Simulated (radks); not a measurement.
Q: These are the eigenvalues of the occupied orbitals of an atom or ion with whole-number occupations (Ry). Method: non-relativistic Kohn-Sham, LB94 model potential, spin-polarised, spherical densities, point nucleus; computed with a radial shooting solver on a logarithmic mesh with Libxc functionals.

orbital  eigenvalue
1s down   -6072.284
1s up     -6071.619
2s up     -1419.656
2s down   -1415.632
2p up     -1396.425
2p down   -1392.379

Which element is it, and in what charge state? The configuration may be excited. Open shells, if any, are filled with parallel spins first.

A: Z = 80, mercury, charge +72: Hg72+ in [He] 2s2 2p4. The list shows which subshells hold electrons but not how many an open one holds; the 1s level, -3036.1 hartree, gives Z - s = 77.9 by -(Z - s)^2/2, which with screening narrows Z to a few neighbours, and the depths of the outer levels then fix element, charge and occupations together.
